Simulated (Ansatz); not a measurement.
Geometry optimisation, Ansatz, RKS PBE-D4/def2-SVP.

Input file:

```yaml
crystal:
  periodic: [false, false, false]
  atoms:
    - { symbol: Ge, position_ang: [-0.492128, 0.226236, -0.281811] }
    - { symbol: H, position_ang: [0.244613, -0.771495, 2.17952] }
    - { symbol: H, position_ang: [0.661611, 1.010995, 0.375108] }
    - { symbol: F, position_ang: [-0.728611, 0.927911, -1.871333] }
    - { symbol: H, position_ang: [-0.323125, -1.294569, -0.486103] }
    - { symbol: Br, position_ang: [-2.501156, 0.612673, 0.929283] }
    - { symbol: H, position_ang: [-0.443804, -0.594349, 2.307136] }
basis:
  gaussian: { orbitals: def2-SVP }
hamiltonian:
  xc: pbe
  dispersion: d4
relax:
  f_tol: 0.03
  max_steps: 50
```

Launched with:

```bash
$ ansatz run input.yaml --threads 2 --pin off --max-ram 3072MiB --backend cpu --events-out ev --progress --plain --runs-dir out
```

Problem. Where does it end, and by what steps?

Solution. It converged. The force dipped under the threshold on the way, but the program's further checks kept it going. After 7 steps the energy has fallen by 0.134 eV; H2 moved furthest, 0.51 Å.

```csv
step,energy less start (eV),largest force component (eV/Å),accepted
0,0.0000,1.844,yes
1,-0.1122,0.062,yes
2,-0.1307,0.156,yes
3,-0.1335,0.067,yes
4,-0.1340,0.035,yes
5,-0.1335,0.152,no
6,-0.1341,0.020,yes
7,-0.1343,0.010,yes
```

```xyz
7
Properties=species:S:1:pos:R:3
Ge -0.567 0.316 -0.415
H 0.405 -1.026 2.589
H 0.568 1.127 0.248
F -0.756 0.940 -2.044
H -0.370 -1.211 -0.538
Br -2.546 0.728 0.713
H -0.316 -0.756 2.600
```

Whether the end is a true minimum wasn't checked by a vibrational analysis.

The run took 7.3 s on 2 threads of Intel(R) Xeon(R) 6975P-C (Granite Rapids), on a shared host, peak memory 0.16 GiB.
